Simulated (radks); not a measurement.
These are the eigenvalues of the occupied orbitals of an atom or ion with whole-number occupations (eV). Method: non-relativistic Kohn-Sham, PBE, spin-polarised, spherical densities, point nucleus; computed with a radial shooting solver on a logarithmic mesh with Libxc functionals.

orbital  eigenvalue
1s up     -45551.18
1s down   -45551.17
2s up     -7226.397
2s down   -7226.322
2p up     -6869.036
2p down   -6868.993
3s up     -1587.610
3s down   -1584.692
3p up     -1429.196
3p down   -1426.535
3d up     -1133.995
3d down   -1132.075
4s up     -315.2248
4s down   -309.4000
4p up     -253.8407
4p down   -248.0218
4d up     -144.7787
4d down   -138.9811
5s up      -46.1516
5s down    -43.3859
5p up      -29.8589
5p down    -27.6511
4f up      -13.7293
6s up       -8.3894

Which element is it, and in what charge state? The configuration may be excited. Open shells, if any, are filled with parallel spins first.

Answer. Z = 63, europium, charge +1: Eu+ in [Xe] 4f7 6s1. The list shows which subshells hold electrons but not how many an open one holds; the 1s level, -1674 hartree, gives Z - s = 57.9 by -(Z - s)^2/2, which with screening narrows Z to a few neighbours, and the depths of the outer levels then fix element, charge and occupations together.
